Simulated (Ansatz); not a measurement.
`C#CC[SiH](F)Cl` and `F[SiH](Cl)C[SiH3]` differ in one atom or group.

Ansatz, PBE0-D4/def2-TZVP geometries, multiplicity 1. Each molecule was computed in one conformer, which needn't be the lowest.

```tsv
property	`C#CC[SiH](F)Cl`
size of the dipole moment (PBE/def2-TZVPP) / D	1.26
LUMO energy (PBE0/def2-TZVPP) / eV	0.33
HOMO–LUMO gap (B3LYP/def2-TZVPP) / eV	7.74
LUMO energy (B3LYP/def2-TZVPP) / eV	0.13
HOMO–LUMO gap (ωB97M-V/def2-TZVPP) / eV	12.27
size of the dipole moment (ωB97M-V/def2-TZVPP) / D	1.33
```

Task: What does the change do to each property? (Estimate.)

Result: Ansatz gave: 
| property | `F[SiH](Cl)C[SiH3]` | shift |
| --- | --- | --- |
| size of the dipole moment (PBE/def2-TZVPP) / D | 1.77 | 0.51 |
| LUMO energy (PBE0/def2-TZVPP) / eV | 0.26 | -0.07 |
| HOMO–LUMO gap (B3LYP/def2-TZVPP) / eV | 8.71 | 0.97 |
| LUMO energy (B3LYP/def2-TZVPP) / eV | 0.07 | -0.06 |
| HOMO–LUMO gap (ωB97M-V/def2-TZVPP) / eV | 12.96 | 0.69 |
| size of the dipole moment (ωB97M-V/def2-TZVPP) / D | 1.84 | 0.51 |

With PBE0 the HOMO falls by 1.04 eV and the LUMO falls by 0.07 eV, so the gap widens by about 0.97 eV. PBE moves the HOMO by -0.92 eV and ωB97M-V by -1.01 eV. Dipoles are sizes alone; their direction can turn.

B3LYP here is the variant with VWN-RPA as its local correlation; programs differ in this.
